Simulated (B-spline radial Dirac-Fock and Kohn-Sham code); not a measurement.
**Successive ionisation energies of silicon: Dirac-Fock against NIST**

The computed values come from a radial finite-basis atomic code: ΔSCF Dirac-Fock with Breit, self-energy and vacuum polarisation, finite nucleus, configuration average. Each value is the difference of the configuration-average energies of two neighbouring ions in their tabulated ground configurations. The model has no electron correlation. NIST's values refer to the lowest levels; many for high charge states are themselves semi-empirical or theoretical. Where a p, d or f shell is open in either ion the computed value averages over both j values and all terms, while the table refers to the lowest levels; that difference holds spin-orbit splitting (largest in heavy or highly charged ions), term energies where several electrons share open shells, and correlation, and it can reach 10 % or more.

```csv
ion,configuration,computed (eV),NIST (eV),kind,NIST − computed (eV)
Si,[Ne] 3s2 3p2,7.10,8.15168,measured,+1.05
Si⁺,[Ne] 3s2 3p1,15.70,16.34585,measured,+0.65
Si²⁺,[Ne] 3s2,32.02,33.493,measured,+1.47
Si³⁺,[Ne] 3s1,44.73,45.14179,measured,+0.42
Si⁴⁺,[He] 2s2 2p6,165.4,166.767,measured,+1.37
Si⁵⁺,[He] 2s2 2p5,206.6,205.279,semi-empirical,-1.32
Si⁶⁺,[He] 2s2 2p4,250.8,246.57 ± 0.05,semi-empirical,-4.25
Si⁷⁺,[He] 2s2 2p3,298.0,303.59 ± 0.05,semi-empirical,+5.57
Si⁸⁺,[He] 2s2 2p2,348.2,351.28 ± 0.06,semi-empirical,+3.12
Si⁹⁺,[He] 2s2 2p1,401.2,401.38 ± 0.04,semi-empirical,+0.17
Si¹⁰⁺,[He] 2s2,471.6,476.273 ± 0.019,semi-empirical,+4.71
Si¹¹⁺,[He] 2s1,523.3,523.415 ± 0.007,theoretical,+0.14
Si¹²⁺,1s2,2436.4,2437.658,theoretical,+1.29
Si¹³⁺,1s1,2673.2,2673.178,theoretical,-0.05
```

Q: Where in this range is the largest relative jump, and why?

A: From Si¹¹⁺ (523.3 eV) to Si¹²⁺ (2436.4 eV), a factor of 4.66. The configuration goes from [He] 2s1 to 1s2, so the next electron comes out of a deeper subshell.
